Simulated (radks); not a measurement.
Question: Radial electron density D(r) = 4 pi r^2 rho(r) of an atom or ion with 5 electrons. Method: non-relativistic Kohn-Sham, PBEsol, spin-unpolarised, spherical densities, point nucleus; computed with a radial shooting solver on a logarithmic mesh with Libxc functionals.

| r (bohr) | D(r) (e/bohr) |
|---|---|
| 0.00463 | 0.5240 |
| 0.005179 | 0.6448 |
| 0.005793 | 0.7920 |
| 0.006479 | 0.9706 |
| 0.007247 | 1.187 |
| 0.008106 | 1.447 |
| 0.008995 | 1.734 |
| 0.01006 | 2.101 |
| 0.01125 | 2.537 |
| 0.01259 | 3.049 |
| 0.01408 | 3.647 |
| 0.01575 | 4.340 |
| 0.01747 | 5.073 |
| 0.01954 | 5.964 |
| 0.02186 | 6.960 |
| 0.02445 | 8.056 |
| 0.02735 | 9.239 |
| 0.03059 | 10.49 |
| 0.03394 | 11.68 |
| 0.03796 | 12.95 |
| 0.04246 | 14.15 |
| 0.0475 | 15.22 |
| 0.05312 | 16.09 |
| 0.05895 | 16.64 |
| 0.06593 | 16.89 |
| 0.07375 | 16.73 |
| 0.08249 | 16.14 |
| 0.09226 | 15.11 |
| 0.1032 | 13.72 |
| 0.1145 | 12.19 |
| 0.1281 | 10.44 |
| 0.1433 | 8.739 |
| 0.1602 | 7.284 |
| 0.1792 | 6.225 |
| 0.2005 | 5.652 |
| 0.2224 | 5.561 |
| 0.2488 | 5.854 |
| 0.2783 | 6.383 |
| 0.3113 | 6.922 |
| 0.3482 | 7.246 |
| 0.3863 | 7.202 |
| 0.4321 | 6.714 |
| 0.4833 | 5.809 |
| 0.5406 | 4.629 |
| 0.6046 | 3.370 |
| 0.6763 | 2.225 |
| 0.7504 | 1.375 |
| 0.8394 | 0.7312 |
| 0.9388 | 0.3420 |
| 1.05 | 0.1385 |
| 1.175 | 0.04783 |
| 1.314 | 0.01381 |
| 1.458 | 0.003653 |
| 1.63 | 0.0007062 |
| 1.824 | 0.0001071 |

What is the nuclear charge?

Answer: Z = 15. The innermost maximum, from 1s, lies near 1/Z = 0.0667 bohr (found: 0.0670), and its height grows with Z. The density is that of the phosphorus ion P10+ in [He] 2s2 2p1; the configuration itself is not fixed sharply by these data, and Z only to about a unit. D(r) has 2 maxima, at r = 0.0670, 0.362 bohr, and minima at 0.215 bohr, inside which lie 2.16 electrons.
